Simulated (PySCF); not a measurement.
# Neon: a sound run and one with changed settings

Sound run: Ne⁺ [He] 2s2 2p5, Ne²⁺ [He] 2s2 2p4. All numbers are calculated (PySCF 2.14, no relativity, point nucleus, in 6-31G* (3s2p1d, 14 functions)). In the sound run the correlated levels freeze 1s2. The sound run starts from symmetry-adapted Hartree-Fock orbitals and uses a fine grid where one is needed.

Changed run: basis STO-3G. This setting is unsound on purpose.

```json
{"species": "Ne⁺", "method": "UHF", "sound run (hartree)": "-127.75061", "changed run (hartree)": "-126.06147", "converged": "yes"}
{"species": "Ne⁺", "method": "PBE", "sound run (hartree)": "-127.99945", "changed run (hartree)": "-126.23358", "converged": "yes"}
{"species": "Ne⁺", "method": "M06-2X", "sound run (hartree)": "-128.07895", "changed run (hartree)": "-126.36475", "converged": "yes"}
{"species": "Ne⁺", "method": "MP2", "sound run (hartree)": "-127.84687", "changed run (hartree)": "-126.06147", "converged": "yes"}
{"species": "Ne²⁺", "method": "UHF", "sound run (hartree)": "-126.29981", "changed run (hartree)": "-124.57400", "converged": "yes"}
{"species": "Ne²⁺", "method": "PBE", "sound run (hartree)": "-126.48198", "changed run (hartree)": "-124.69970", "converged": "yes"}
{"species": "Ne²⁺", "method": "M06-2X", "sound run (hartree)": "-126.56272", "changed run (hartree)": "-124.82321", "converged": "yes"}
{"species": "Ne²⁺", "method": "MP2", "sound run (hartree)": "-126.35644", "changed run (hartree)": "-124.57400", "converged": "yes"}
```

Ionisation energy of Ne⁺:

```json
{"method": "UHF", "sound run (eV)": "39.478", "changed run (eV)": "40.476"}
{"method": "PBE", "sound run (eV)": "41.292", "changed run (eV)": "41.739"}
{"method": "M06-2X", "sound run (eV)": "41.259", "changed run (eV)": "41.948"}
{"method": "MP2", "sound run (eV)": "40.557", "changed run (eV)": "40.476"}
{"method": "SCS-MP2", "sound run (eV)": "40.509", "changed run (eV)": "40.476"}
```

A minimal basis cannot let orbitals breathe on ionisation and holds almost no correlation.

For comparison, NIST gives 40.963 eV between the lowest levels.
